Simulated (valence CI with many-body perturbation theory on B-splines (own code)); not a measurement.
Results of a calculation; reference values are marked as such.
**Hg LXXIV: what each term of the Hamiltonian does**

Level of theory: relativistic CI+MBPT: five valence electrons over a frozen Dirac-Fock core [He], a basis of 9 s, 9 p, 8 d, 6 f, 3 g, 1 h functions for each j, with the one-electron correlation potential Σ1 (screened to all orders), the two-electron term Σ2, the three-electron term Σ3, Breit, model QED; selected single and double excitations, second order for the rest (own B-spline code, finite nucleus).

The last digits are not significant, and no measured levels were compared; by estimate large intervals hold to a few tenths of a per cent, small ones and those within an open d or f shell to about a per cent. Among the levels kept, up to 1200 cm⁻¹ of a level comes from second order outside the variational space, and about a tenth of that is noise between levels of different J, which matters for small intervals.

Each rung adds one term. CI alone is the Dirac-Coulomb CI over the frozen core; QED comes last and gives the full result, which names the levels. Energies are above (2s^2 2p1/2^2 2p3/2) J=3/2 on the same rung, in × 10³ cm⁻¹.

Levels are named by their leading jj configuration (3d3/2^4 stands for four electrons in 3d with j = 3/2), which in mixed levels can hold well under half, so a name can repeat and another be missing. Letters in brackets count levels of one name in rising energy.

| Level | CI alone |
| --- | --- |
| (2s^2 2p1/2 2p3/2^2) J=3/2 | 16349 |
| (2s^2 2p1/2 2p3/2^2) J=5/2 | 16638 |
| (2s^2 2p1/2 2p3/2^2) J=1/2 | 16993 |
| (2s 2p1/2^2 2p3/2^2) J=5/2 | 19602 |
| (2s 2p1/2^2 2p3/2^2) J=1/2 | 20453 |
| (2s 2p1/2^2 2p3/2^2) J=3/2 | 20532 |
| (2s^2 2p3/2^3) J=3/2 | 33413 |
| (2s 2p1/2 2p3/2^3) J=3/2 [a] | 36144 |
| (2s 2p1/2 2p3/2^3) J=5/2 | 36598 |
| (2s 2p1/2 2p3/2^3) J=1/2 | 37097 |
| (2s 2p1/2 2p3/2^3) J=3/2 [b] | 37212 |
| (2p1/2^2 2p3/2^3) J=3/2 | 40692 |
| (2s 2p3/2^4) J=1/2 | 53601 |
| (2p1/2 2p3/2^4) J=1/2 | 57316 |
| (2s^2 2p1/2^2 3s) J=1/2 | 83098 |
| (2s^2 2p1/2^2 3p1/2) J=1/2 | 84062 |

(1) What do these energies become with core correlation, Breit and QED?

(2) How does the ionisation energy move along the ladder, and which term matters most?

Results:

(1) (2s^2 2p1/2 2p3/2^2) J=3/2 16159 (-189.90); (2s^2 2p1/2 2p3/2^2) J=5/2 16344 (-294.05); (2s^2 2p1/2 2p3/2^2) J=1/2 16832 (-161.12); (2s 2p1/2^2 2p3/2^2) J=5/2 19331 (-271.49); (2s 2p1/2^2 2p3/2^2) J=1/2 20289 (-164.24); (2s 2p1/2^2 2p3/2^2) J=3/2 20298 (-234.20); (2s^2 2p3/2^3) J=3/2 33033 (-380.64); (2s 2p1/2 2p3/2^3) J=3/2 [a] 35744 (-399.27); (2s 2p1/2 2p3/2^3) J=5/2 36089 (-509.52); (2s 2p1/2 2p3/2^3) J=1/2 36699 (-398.30); (2s 2p1/2 2p3/2^3) J=3/2 [b] 36755 (-457.07); (2p1/2^2 2p3/2^3) J=3/2 40254 (-437.72); (2s 2p3/2^4) J=1/2 53030 (-571.61); (2p1/2 2p3/2^4) J=1/2 56685 (-631.25); (2s^2 2p1/2^2 3s) J=1/2 83044 (-53.75); (2s^2 2p1/2^2 3p1/2) J=1/2 84008 (-54.00).

(2) CI alone 19702, + Σ1 19702, + Σ2 19702, + Σ3 19702, + Breit 19685, + QED 19681 eV. The largest step is Breit, -18 eV. NIST lists 19680 ± 90 eV (theoretical).
